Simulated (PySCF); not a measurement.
A calculated (PBE0, PySCF 2.14, aug-cc-pV(Q+d)Z, no relativity, point nucleus) atom or ion has these occupied shells.

```
shell  electrons  orbital energy (eV)  rms radius, mean of both spins (bohr)
 1s α          1              -2104.8                                  0.120
 1s β          1              -2104.3                                  0.120
 2s α          1              -182.87                                  0.567
 2s β          1              -182.17                                  0.567
 2p α          3              -132.20                                  0.543
 2p β          3              -131.49                                  0.543
 3s α          1              -17.940                                   2.01
 3p α          3               -8.284                                   2.52
 3p β          1               -5.535                                   2.52
```

**Question.** Name the element and its charge.

**Answer.** P (phosphorus, neutral), in [Ne] 3s1 3p4, high-spin 4P determinant (an excited configuration).
